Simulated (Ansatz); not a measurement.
`[F][Nb]([F])([Cl])([Cl])[Cl]` and `[F][Nb]([F])([F])([Cl])[Cl]` differ in one atom or group.

Ansatz, PBE0-D4/def2-TZVP geometries, multiplicity 1. 

Elements past krypton have def2 core potentials.

```json
{"property": "zero-point energy (PBE0-D4/def2-TZVP) / kJ/mol", "`[F][Nb]([F])([Cl])([Cl])[Cl]`": "22.9"}
{"property": "HOMO energy (PBE0/def2-TZVPP) / eV", "`[F][Nb]([F])([Cl])([Cl])[Cl]`": "-9.62"}
{"property": "ideal-gas entropy at 298 K and 1 bar (rigid rotor, harmonic PBE0-D4/def2-TZVP) / J/(mol·K)", "`[F][Nb]([F])([Cl])([Cl])[Cl]`": "390"}
{"property": "LUMO energy (B3LYP/def2-TZVPP) / eV", "`[F][Nb]([F])([Cl])([Cl])[Cl]`": "-4.51"}
{"property": "HOMO–LUMO gap (PBE/def2-TZVPP) / eV", "`[F][Nb]([F])([Cl])([Cl])[Cl]`": "3.33"}
{"property": "HOMO energy (B3LYP/def2-TZVPP) / eV", "`[F][Nb]([F])([Cl])([Cl])[Cl]`": "-9.34"}
```

**Question.** Give the same properties after the change, and the shifts. (Estimate.)

**Answer.** Computed: 
```json
{"property": "zero-point energy (PBE0-D4/def2-TZVP) / kJ/mol", "`[F][Nb]([F])([F])([Cl])[Cl]`": "25.3", "shift": "2.4"}
{"property": "HOMO energy (PBE0/def2-TZVPP) / eV", "`[F][Nb]([F])([F])([Cl])[Cl]`": "-9.75", "shift": "-0.13"}
{"property": "ideal-gas entropy at 298 K and 1 bar (rigid rotor, harmonic PBE0-D4/def2-TZVP) / J/(mol·K)", "`[F][Nb]([F])([F])([Cl])[Cl]`": "385", "shift": "-5"}
{"property": "LUMO energy (B3LYP/def2-TZVPP) / eV", "`[F][Nb]([F])([F])([Cl])[Cl]`": "-4.22", "shift": "0.29"}
{"property": "HOMO–LUMO gap (PBE/def2-TZVPP) / eV", "`[F][Nb]([F])([F])([Cl])[Cl]`": "3.70", "shift": "0.37"}
{"property": "HOMO energy (B3LYP/def2-TZVPP) / eV", "`[F][Nb]([F])([F])([Cl])[Cl]`": "-9.47", "shift": "-0.13"}
```

With PBE0 the HOMO falls by 0.13 eV and the LUMO rises by 0.32 eV, so the gap widens by about 0.45 eV. PBE moves the HOMO by -0.10 eV and ωB97M-V by -0.15 eV. Modes under 60 cm⁻¹, often nearly free rotors, make the harmonic entropy too high.

B3LYP here is the variant with VWN-RPA as its local correlation; programs differ in this.
